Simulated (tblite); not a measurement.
Compound: C3H11N3OSi3.
Numbering: `[CH:1]#[C:2][C@@H:3]1[NH:4][Si@H:5]([OH:6])[NH:7][SiH2:8][NH:9][SiH2:10]1` (hydrogens: H11 on C1; H12 on C3; H13 on N4; H14 on Si5; H15 on O6; H16 on N7; H17, H18 on Si8; H19 on N9; H20, H21 on Si10)

Geometry (GFN2-xTB, Å), atoms numbered from 1 in this order:
```
atom  x, y, z in Å
C1    -3.9800    0.2649    0.2279
C2    -2.8230    0.1921   -0.0756
C3    -1.4084    0.0964   -0.3513
N4    -0.8540   -1.0839    0.3021
Si5    0.6778   -1.7153   -0.1356
O6     0.9684   -3.0593    0.7426
N7     2.0485   -0.7382    0.2732
Si8    2.4946    0.8332   -0.2588
N9     1.0554    1.7633   -0.5495
Si10  -0.5211    1.7294    0.1568
H11   -5.0014    0.3328    0.4576
H12   -1.2753   -0.0516   -1.4288
H13   -1.1019   -1.1012    1.2817
H14    0.6059   -2.0061   -1.5677
H15    0.3011   -3.7374    0.7591
H16    2.7779   -1.2450    0.7460
H17    3.2092    0.8439   -1.5451
H18    3.3140    1.4194    0.8116
H19    1.2543    2.6150   -1.0481
H20   -0.5023    1.8007    1.6231
H21   -1.2487    2.8638   -0.4216
```

Computed values, GFN2-xTB/tblite, gas phase, harmonic and unscaled. This tight-binding method is rough: wavenumbers can miss measured ones by several per cent, in bad cases by 10 to 20. Modes of hydrogen on silicon can be 10 to 20 % off. One conformer, not necessarily the lowest.

Harmonic wavenumbers (cm⁻¹): 32.9, 79.0, 98.3, 104.8, 111.1, 165.3, 187.7, 210.7, 226.4, 270.5, 290.2, 299.2, 309.6, 345.2, 353.8, 380.5, 448.6, 496.8, 518.8, 538.3, 578.0, 594.1, 604.5, 647.2, 655.8, 663.6, 690.5, 703.1, 727.7, 745.2, 764.7, 801.6, 818.4, 836.4, 883.2, 911.7, 994.5, 1003.0, 1019.0, 1125.8, 1147.0, 1184.4, 1200.1, 1218.1, 1354.4, 2159.8, 2196.1, 2212.5, 2236.2, 2246.9, 2273.7, 2903.0, 3391.5, 3424.4, 3478.9, 3491.9, 3708.6.

A = 1076, B = 722.9, C = 453.7 MHz; mass 189.021 u (most abundant isotopes); point group C1, symmetry number 1.

Zero-point energy?

Half the sum of the wavenumbers: 30532 cm⁻¹ = 365.24 kJ/mol.

What is S at 200 K and 1 bar for an ideal gas of classical rigid rotors and harmonic oscillators?

Translation 165.93, rotation 125.51, vibration 121.74: S = 413.2 J/(mol K).

And Cp and H(200 K) − H(0)?

Cp = 175.03 J/(mol K), of which vibrations give 141.77 (their classical limit is 57 R = 473.9); H(200 K) − H(0) = 20.32 kJ/mol without the zero-point energy, 13.67 from vibrations.

How do the functions run with temperature in this model?

```json
{"T (K)": "150", "S (J/(mol K))": "368.2", "Cp (J/(mol K))": "139.3", "H − H(0) (kJ/mol)": "12.46", "G − H(0) (kJ/mol)": "-42.77", "ln q(vib)": "4.39"}
{"T (K)": "250", "S (J/(mol K))": "455.9", "Cp (J/(mol K))": "208.2", "H − H(0) (kJ/mol)": "29.92", "G − H(0) (kJ/mol)": "-84.05", "ln q(vib)": "8.49"}
{"T (K)": "298.15", "S (J/(mol K))": "495.0", "Cp (J/(mol K))": "236.6", "H − H(0) (kJ/mol)": "40.64", "G − H(0) (kJ/mol)": "-106.95", "ln q(vib)": "10.49"}
{"T (K)": "400", "S (J/(mol K))": "571.7", "Cp (J/(mol K))": "284.8", "H − H(0) (kJ/mol)": "67.33", "G − H(0) (kJ/mol)": "-161.34", "ln q(vib)": "14.69"}
{"T (K)": "600", "S (J/(mol K))": "699.8", "Cp (J/(mol K))": "345.7", "H − H(0) (kJ/mol)": "130.93", "G − H(0) (kJ/mol)": "-288.94", "ln q(vib)": "22.47"}
{"T (K)": "900", "S (J/(mol K))": "850.8", "Cp (J/(mol K))": "398.0", "H − H(0) (kJ/mol)": "243.21", "G − H(0) (kJ/mol)": "-522.53", "ln q(vib)": "32.76"}
```

q(vib) and H(0) count from the zero-point level.

Which modes carry the vibrational entropy at 200 K?

32.9 cm⁻¹: 20.32; 79.0 cm⁻¹: 13.12; 98.3 cm⁻¹: 11.37; 104.8 cm⁻¹: 10.86; 111.1 cm⁻¹: 10.40; 165.3 cm⁻¹: 7.35 J/(mol K); the other 51 give 48.33 together.

Blend soft modes into free rotors: weight 1/[1 + (100 cm⁻¹/ν̃)⁴] for the oscillator and the rest for a rotor with moment μB/(μ + B), μ = h/(8π²ν), B = 10⁻⁴⁴ kg m². What vibrational entropy results?

114.50 J/(mol K) in place of 121.74, which changes −T·S at 200 K by +1.45 kJ/mol.

What must be added to the electronic energy to get the Gibbs energy at 200 K and 1 bar?

ZPE + [H(200 K) − H(0)] − T·S = 365.24 + 20.32 − 82.64 = 302.92 kJ/mol.

Hindered rotation and anharmonicity are outside this model. Other conformers, if any are populated, would add a mixing term that is left out. The structure is chiral; the term R ln 2 for an equal mix with its mirror image is left out.
